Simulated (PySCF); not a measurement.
**Tellurium: a sound run and one with changed settings**

Sound run: Te⁺ [Kr] 4d10 5s2 5p3, Te²⁺ [Kr] 4d10 5s2 5p2. Calculation: PySCF 2.14, in x2c-TZVPall (8s6p4d2f, 60 functions); scalar relativity by spin-free X2C-1e. The sound run starts from symmetry-adapted Hartree-Fock orbitals and uses a fine grid where one is needed.

A second run was set up differently.

```tsv
species	method	sound run (hartree)	changed run (hartree)	converged
Te⁺	UHF	-6790.56954	-6790.56954	yes
Te⁺	BP86	-6794.12457	-6790.59073	yes
Te⁺	TPSS	-6793.06644	-6789.60953	yes
Te²⁺	UHF	-6789.89479	-6789.89479	yes
Te²⁺	BP86	-6793.43163	-6789.83782	yes
Te²⁺	TPSS	-6792.37684	-6788.85288	yes
```

Ionisation energy of Te⁺:

```tsv
method	sound run (eV)	changed run (eV)
UHF	18.361	18.361
BP86	18.856	20.488
TPSS	18.765	20.590
```

Problem. What was changed?
A. level shift left on
B. radial grid too coarse
C. too few SCF iterations
D. all electrons correlated in a valence basis

Solution. B. It used radial step 0.8 in ln r (0.13 in the sound run). A coarse radial grid mis-integrates the density and the exchange-correlation energy, with errors of either sign; Hartree-Fock needs no grid.
